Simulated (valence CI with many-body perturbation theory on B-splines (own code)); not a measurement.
## Hyperfine factors and g values of Rb XV

Computed by valence CI with perturbative core correlation (CI+MBPT): five valence electrons over a frozen Dirac-Fock core [Ar], radial functions for each j: 7 s, 7 p, 8 d, 6 f, 4 g, 1 h, with the one-electron correlation potential Σ1 (screened to all orders), the two-electron term Σ2, the three-electron term Σ3, Breit, model QED; selected single and double excitations, second order for the rest (own B-spline code, finite nucleus).

No measured spectrum was set against this ion. As an estimate, terms of the open shell hold to 2 to 4 % of their energy, and close levels can change places. Core correlation moves these levels by up to 9700 cm⁻¹, and in measured spectra 5 to 20 % of such shifts remained as error; rates that hang on mixing are uncertain with them. Only levels of the ground parity were solved; by the run's estimate the other parity begins above the list, which can be wrong where configurations are misplaced.

A/g_I is the dipole constant over the nuclear g factor μ/I (μ in nuclear magnetons, uniformly magnetised nucleus), B/Q the quadrupole constant per barn. Both hold the static response of the core; the bare values leave it out. Large factors of s and p1/2 electrons are usually good to 5 to 10 %; those of open d and f shells near neutrality can be off by tens of per cent, and small factors of p3/2, d and f electrons come from cancelling terms and can be off by a factor of two or in sign, in half-filled shells by more. B is blank for J = 1/2, where it vanishes, and for nearly pure S terms. Energies count from the lowest level.

Names give the largest LS component (configuration and term), which can be under half, so a name can repeat, a term be missing and a line seem to break the LS rules; names also repeat where a configuration has a term twice. Letters in brackets count levels of one name in rising energy.

| Level | E (cm⁻¹) | g | A/g_I (MHz) | A/g_I bare | B/Q (MHz/b) | B/Q bare |
| --- | --- | --- | --- | --- | --- | --- |
| 3d5 6S_5/2 | 0.0 | 1.991 | -554 | 0.539 |  |  |
| 3d5 4G_5/2 | 76171 | 0.716 | 3920 | 3810 | 1510 | 1560 |
| 3d5 4G_11/2 | 78220 | 1.265 | 2970 | 3140 | -77.4 | -74.6 |
| 3d5 4G_7/2 | 78486 | 0.997 | 3160 | 3190 | 1110 | 1150 |
| 3d5 4G_9/2 | 79381 | 1.170 | 2870 | 3000 | 858 | 889 |
| 3d5 4P_5/2 | 82103 | 1.368 | 1550 | 1780 | 2720 | 2800 |
| 3d5 4P_3/2 | 84476 | 1.532 | 2270 | 2580 | 2300 | 2370 |
| 3d5 4P_1/2 | 87867 | 2.164 | -2170 | -1520 |  |  |
| 3d5 4D_7/2 | 95041 | 1.405 | 1760 | 2010 | 1340 | 1370 |
| 3d5 4D_1/2 | 99724 | 0.491 | 7050 | 6810 |  |  |
| 3d5 4D_5/2 | 100700 | 1.406 | 2240 | 2490 | -1720 | -1770 |
| 3d5 4D_3/2 | 101700 | 1.357 | 2900 | 3120 | -1320 | -1360 |
| 3d5 2I_11/2 | 112220 | 0.943 | 3730 | 3740 | 371 | 383 |
| 3d5 2I_13/2 | 115320 | 1.075 | 3570 | 3640 | -18.1 | -15.6 |
| 3d5 2D_5/2 [a] | 119140 | 1.081 | 2740 | 2810 | 1110 | 1140 |
| 3d5 2D_3/2 [a] | 122640 | 0.690 | 5500 | 5370 | -175 | -178 |
| 3d5 2F_7/2 [a] | 125350 | 1.143 | 3620 | 3730 | -2490 | -2570 |
| 3d5 4F_9/2 | 127260 | 1.229 | 2710 | 2860 | -42.7 | -50.3 |
| 3d5 4F_5/2 | 131910 | 1.009 | 3630 | 3660 | -2310 | -2380 |
| 3d5 2F_7/2 [b] | 135700 | 1.196 | 2530 | 2660 | -1450 | -1490 |
| 3d5 2H_9/2 | 137430 | 1.050 | 3440 | 3500 | 1200 | 1240 |
| 3d5 4F_3/2 | 137820 | 0.546 | 5680 | 5470 | -600 | -615 |
| 3d5 2G_7/2 [a] | 143830 | 0.926 | 4520 | 4510 | -1390 | -1450 |
| 3d5 2H_11/2 | 145750 | 1.074 | 3470 | 3540 | -343 | -353 |
| 3d5 2F_5/2 [a] | 146530 | 1.003 | 2810 | 2840 | 1690 | 1750 |
| 3d5 2G_9/2 [a] | 151360 | 1.070 | 3280 | 3350 | -845 | -877 |
| 3d5 2F_5/2 [b] | 153530 | 0.920 | 3530 | 3520 | -1820 | -1870 |
| 3d5 2F_7/2 [c] | 154990 | 1.144 | 3450 | 3550 | 1180 | 1230 |
| 3d5 2S_1/2 | 166110 | 1.991 | -635 | -84.0 |  |  |
| 3d5 2D_3/2 [b] | 185360 | 0.802 | 4360 | 4280 | -903 | -935 |
| 3d5 2D_5/2 [b] | 188520 | 1.180 | 2910 | 3040 | -541 | -562 |
| 3d5 2G_9/2 [b] | 206370 | 1.110 | 3200 | 3280 | -1170 | -1200 |
| 3d5 2G_7/2 [b] | 207770 | 0.892 | 4300 | 4270 | 1670 | 1730 |
| 3d5 2P_3/2 | 247050 | 1.296 | 2890 | 3070 | -2470 | -2560 |
| 3d5 2P_1/2 | 249710 | 0.683 | 489 | 352 |  |  |
| 3d5 2D_5/2 [c] | 271070 | 1.198 | 2480 | 2620 | -667 | -688 |
| 3d5 2D_3/2 [c] | 273010 | 0.833 | 5790 | 5740 | 3170 | 3270 |

(1) Take the isotope of mass number 87, with I = 3/2, μ = 2.75129 μN and Q = 0.1335 b. What is the hyperfine structure of 3d5 4P_3/2?

Results:

(1) From the table A = 4170 MHz, B = 307 MHz. Shifts from the centre of gravity in MHz: F = 0: -15300, F = 1: -11400, F = 2: -3360, F = 3: 9460.
